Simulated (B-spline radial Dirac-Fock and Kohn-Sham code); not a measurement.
# K-line shifts caused by a second vacancy in Mg²⁺

System: the Mg²⁺ ion in the configuration [He] 2s2 2p6, inside a Watson sphere of charge -2 and radius 2.7 Å (a model of the Madelung potential; inside it an electron's potential energy is raised by 10.7 eV).

Method: multi-electron Dirac-Fock with separately optimised hole states, Breit and Lamb-shift corrections added in first order. Computed with a radial finite-basis atomic code. Each two-hole energy is an average over J within one jj subconfiguration, not an observable level; in light atoms, where LS coupling holds, the j-resolved values are not observed lines, and for a K spectator the Kα1 hypersatellite is nearly forbidden. The model has no electron correlation.

Lines without a spectator: Kα2 (K-L2) 1255.2 eV, Kα1 (K-L3) 1255.5 eV. Shifts in eV with one spectator hole (a dash: not computed, or left out as unreliable):

```
spectator hole     Kα2     Kα1
        K (1s)  +119.0  +119.1
    L2 (2p1/2)   +7.30   +9.26
    L3 (2p3/2)   +9.11   +8.51
```

With n spectator holes in 2p, averaged over the 2p shell (energies in eV):

| n | KαLⁿ | step | hypersatellite KαʰLⁿ |
| --- | --- | --- | --- |
| 0 | 1255.4 | – | 1374.5 |
| 1 | 1264.2 | +8.8 | 1384.8 |
| 2 | 1274.6 | +10.4 | 1396.7 |
| 3 | 1286.5 | +11.9 | 1410.1 |
| 4 | 1299.9 | +13.4 | 1424.9 |
| 5 | 1314.9 | +14.9 | 1441.1 |
